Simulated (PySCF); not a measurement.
# Correlation energy of Cl³⁺ (chlorine, charge +3)

[Ne] 3s2 3p2, high-spin 3P determinant. All numbers are calculated (PySCF 2.14, the spin-free X2C one-electron Hamiltonian (Gaussian nucleus), in aug-cc-pCVTZ-DK (8s7p5d3f, 75 functions)). Frozen: [Ne]; 4 electrons correlated.

```csv
level,correlation energy (mhartree)
CCSD,-97.03
(T),-2.11
CCSD(T),-99.14
```

Diagnostics: T1 = 0.0076, D1 = 0.0196, largest double amplitude 0.102.

Cost of the coupled-cluster step: about 11 core-seconds, for 4 correlated electrons.
